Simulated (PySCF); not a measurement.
**Electron correlation in S²⁺ (sulfur, charge +2)**

[Ne] 3s2 3p2, high-spin 3P determinant. Computed with PySCF 2.14 in cc-pV(D+d)Z (4s3p2d, 23 functions), with no relativity, point nucleus. Frozen: [Ne]; 4 electrons correlated.

MP2 pair energies summed by pair of shells (mhartree):

| pair | energy | share (%) |
| --- | --- | --- |
| 3s-3p | -32.99 | 61.0 |
| 3s-3s | -15.34 | 28.4 |
| 3p-3p | -5.75 | 10.6 |

Total MP2 correlation energy: -54.08 mhartree.

Same-spin part -8.63 and opposite-spin part -45.45 mhartree; SCS-MP2 scales them by 1/3 and 6/5 to -57.41 mhartree.

| level | correlation energy (mhartree) |
| --- | --- |
| CCSD | -77.26 |
| (T) | -0.94 |
| CCSD(T) | -78.20 |

Diagnostics: T1 = 0.0077, D1 = 0.0208, largest double amplitude 0.107.

Question: Is a single reference adequate?

Answer: Mostly. T1 lies below 0.03, but a double amplitude of this size points to a near-degeneracy that CCSD handles and MP2 describes poorly.
